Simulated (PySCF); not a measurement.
C3H6O3Si.
SMILES with atom numbers: `[CH2:1]=[CH:2][O:3][SiH2:4][C:5](=[O:6])[OH:7]` (hydrogens: H8, H9 on C1; H10 on C2; H11, H12 on Si4; H13 on O7)

Computed, not measured: core-valence-separated Tamm–Dancoff BHandHLYP/aug-pcX-1 (pcseg-1 on H, def2-SVPD on Si) in PySCF, non-relativistic, gas phase, PBE0-D3(BJ)/def2-SVP geometry.

Computed carbon K-edge spectrum, Gaussian lines of 0.6 eV full width, highest printed point 100; it ends one width below the last computed root. No empirical shift is added; at this level the pattern usually sits a few eV under experiment.

(photon energy (eV), absorption): (282.0, 0), (282.1, 1), (282.2, 2), (282.3, 5), (282.4, 10), (282.5, 17), (282.6, 26), (282.7, 33), (282.8, 37), (282.9, 36), (283.0, 29), (283.1, 21), (283.2, 12), (283.3, 6), (283.4, 3), (283.5, 2), (283.6, 2), (283.7, 5), (283.8, 11), (283.9, 23), (284.0, 42), (284.1, 65), (284.2, 87), (284.3, 100), (284.4, 100), (284.5, 86), (284.6, 64), (284.7, 41), (284.8, 23), (284.9, 11), (285.0, 5), (285.1, 3), (285.2, 3), (285.3, 4), (285.4, 6), (285.5, 8), (285.6, 10), (285.7, 12), (285.8, 15), (285.9, 18), (286.0, 19), (286.1, 18), (286.2, 15), (286.3, 11), (286.4, 8), (286.5, 6), (286.6, 5), (286.7, 6), (286.8, 8), (286.9, 11), (287.0, 14), (287.1, 17), (287.2, 18), (287.3, 18), (287.4, 16), (287.5, 14)

Problem. Where are the maxima, and which lines make them up?

Solution. 4 maxima:
- 282.8 eV: C1 (terminal =CH2 carbon), 282.82 eV, f = 0.054, 1s→π*, 100 % of the height at the exact maximum
- 284.3 eV: C5 (carbonyl carbon), 284.40 eV, f = 0.083, 1s→π*, 55 % of the height at the exact maximum; C2 (vinylic carbon bearing oxygen), 284.29 eV, f = 0.069, 1s→π*, 45 % of the height at the exact maximum
- 286.0 eV: C1 (terminal =CH2 carbon), 286.01 eV, f = 0.020, 71 % of the height at the exact maximum; C1 (terminal =CH2 carbon), 286.10 eV, f = 0.007, 24 % of the height at the exact maximum
- 287.2 eV: C2 (vinylic carbon bearing oxygen), 287.25 eV, f = 0.019, 72 % of the height at the exact maximum; C1 (terminal =CH2 carbon), 286.96 eV, f = 0.006, 14 % of the height at the exact maximum

Further lines of some strength in the range: C1, 285.52 eV, f = 0.008.

Roots within 0.03 eV on the same or equivalent atoms count as one line; shares under 12 % aren't listed.

Vibrational structure and lifetime widths aren't in the curve. The ionisation threshold wasn't computed; near and above it a finite basis only mimics Rydberg series and continuum.

The values belong to the conformer `[CH2:1]=[CH:2][O:3][SiH2:4][C:5](=[O:6])[OH:7]`: C1–C2–O3–Si4 156°, C2–O3–Si4–C5 47°, O3–Si4–C5–O6 -24°, H–O7–C5–Si4 178°.
